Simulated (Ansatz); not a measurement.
One change: `[CH3][Ga]([CH3])[SeH]` becomes `[CH3][Ga]([CH3])[NH2]`.

Ansatz, PBE0-D4/def2-TZVP geometries, multiplicity 1. Each molecule was computed in one conformer, which needn't be the lowest.

Scalar relativity is left out up to krypton.

| property | `[CH3][Ga]([CH3])[SeH]` |
| --- | --- |
| LUMO energy (PBE0/def2-TZVPP) / eV | -0.71 |
| size of the dipole moment (ωB97M-V/def2-TZVPP) / D | 1.95 |
| HOMO–LUMO gap (ωB97M-V/def2-TZVPP) / eV | 10.06 |
| LUMO energy (ωB97M-V/def2-TZVPP) / eV | 0.96 |
| size of the dipole moment (PBE/def2-TZVPP) / D | 1.80 |
| LUMO energy (B3LYP/def2-TZVPP) / eV | -0.96 |

Question: Give the same properties after the change, and the shifts. (Estimate.)

Answer: Computed: 
| property | `[CH3][Ga]([CH3])[NH2]` | shift |
| --- | --- | --- |
| LUMO energy (PBE0/def2-TZVPP) / eV | 0.21 | 0.92 |
| size of the dipole moment (ωB97M-V/def2-TZVPP) / D | 0.28 | -1.67 |
| HOMO–LUMO gap (ωB97M-V/def2-TZVPP) / eV | 11.27 | 1.21 |
| LUMO energy (ωB97M-V/def2-TZVPP) / eV | 1.86 | 0.90 |
| size of the dipole moment (PBE/def2-TZVPP) / D | 0.39 | -1.41 |
| LUMO energy (B3LYP/def2-TZVPP) / eV | -0.07 | 0.89 |

Dipoles are sizes alone; their direction can turn.

B3LYP here is the variant with VWN-RPA as its local correlation; programs differ in this.

Spin–orbit coupling is left out; it splits and shifts lone-pair levels of the heavy atoms by tenths of an eV.
